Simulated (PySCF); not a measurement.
An excited-state job on `N#Cc1c(Cl)csc1F`.

Method: TDDFT PBE0/def2-SVPD, vertical, gas phase, core orbitals frozen in the response (PySCF 2.14.0, density-fitted response routines). Geometry: GFN2-xTB. The input is one job of a driver script: a line of settings, then coordinates in Å.

Command:
```bash
OMP_NUM_THREADS=1 python probes_run.py task.json out
```

Input:
```
{"job": {"kind": "uv", "xc": "PBE0", "basis": "def2-SVPD", "nstates": 6, "ntriplets": 2}, "charge": 0, "multiplicity": 1}
N     -2.606442     1.690654     0.376044
C     -1.704863     0.997917     0.242022
C     -0.585367     0.160714     0.075742
C      0.760404     0.629367    -0.066448
Cl     1.163968     2.292787    -0.047234
C      1.661639    -0.374007    -0.215402
S      0.924109    -1.931417    -0.191056
C     -0.623558    -1.207300     0.023296
F     -1.702738    -1.967887     0.119740
H      2.721731    -0.286174    -0.339232
```

**Question.** Give the output.

**Answer.** 
```
coarse grid: 11448 points
cycle   1  E = -1202.6881245239  dE =  1.812e+00  |g| = 6.004e-01  |ddm| = 8.002e+00
cycle   2  E = -1202.4053027048  dE =  2.828e-01  |g| = 1.258e+00  |ddm| = 3.038e+00
cycle   3  E = -1202.7695916435  dE = -3.643e-01  |g| = 1.608e-01  |ddm| = 2.213e+00
cycle   4  E = -1202.7739120730  dE = -4.320e-03  |g| = 8.254e-02  |ddm| = 3.943e-01
cycle   5  E = -1202.7752971469  dE = -1.385e-03  |g| = 2.036e-02  |ddm| = 1.626e-01
cycle   6  E = -1202.7753934471  dE = -9.630e-05  |g| = 8.036e-03  |ddm| = 5.986e-02
cycle   7  E = -1202.7754081716  dE = -1.472e-05  |g| = 1.630e-03  |ddm| = 2.211e-02
cycle   8  E = -1202.7754087639  dE = -5.923e-07  |g| = 5.394e-04  |ddm| = 5.268e-03
final grid: 107504 points
cycle   9  E = -1202.9034800809  dE = -1.700e-05  |g| = 8.573e-03  |ddm| = 1.262e-01
cycle  10  E = -1202.9034510956  dE =  2.899e-05  |g| = 1.349e-02  |ddm| = 5.931e-02
cycle  11  E = -1202.9034982204  dE = -4.712e-05  |g| = 1.968e-03  |ddm| = 4.220e-02
cycle  12  E = -1202.9034990545  dE = -8.340e-07  |g| = 5.527e-04  |ddm| = 4.752e-03
cycle  13  E = -1202.9034991143  dE = -5.986e-08  |g| = 1.973e-04  |ddm| = 1.072e-03
cycle  14  E = -1202.9034991229  dE = -8.548e-09  |g| = 4.422e-05  |ddm| = 3.738e-04
cycle  15  E = -1202.9034991233  dE = -3.797e-10  |g| = 2.113e-05  |ddm| = 1.234e-04
converged SCF energy = -1202.9034991233

Static polarisability (au): isotropic 92.767, principal 55.657 97.476 125.167

Singlet excitations
state   eV       nm        f      main configurations
  1   5.0517    245.4   0.02638   H->L 0.85
  2   5.4222    228.7   0.00028   H->L+1 0.98
  3   5.5760    222.4   0.06574   H-1->L 0.67, H->L+2 0.19, H->L 0.11
  4   5.9041    210.0   0.00023   H-1->L+1 0.93
  5   6.2995    196.8   0.00077   H->L+3 0.93
  6   6.4860    191.2   0.46514   H->L+2 0.73, H-1->L 0.19

Triplet excitations (Tamm-Dancoff, eV): 3.4731 4.2524
```

The SCF starts on a coarse grid where the log names one; the energy can jump when the final grid takes over, and dE then counts from the start density on the new grid. H and L stand for HOMO and LUMO; the number after each pair is its weight.

**Question.** Give the mean polarisability as a volume in Å³, and the ratio of the largest to the smallest principal value.

**Answer.** 92.767 au × 0.148185 = 13.75 Å³; 125.167/55.657 = 2.25.

**Question.** How does the lowest singlet excitation compare with the HOMO–LUMO gap?

**Answer.** HOMO -7.70 eV and LUMO -1.86 eV give a gap of 5.84 eV; S1 at 5.05 eV lies 0.79 eV below it.

Main results: HOMO -7.70 eV, LUMO -1.86 eV; lowest singlet 5.05 eV; lowest triplet 3.47 eV (Tamm–Dancoff); mean polarisability 92.8 au.

**Question.** How long does this job take on one thread of an Arm Neoverse N1 (shared host)? And the peak memory of the process?

**Answer.** About 49 s, with 0.89 GiB resident at the peak, the Python interpreter and its libraries included.
Labels such as C1 count atoms from 1, the log's own numbers from 0.
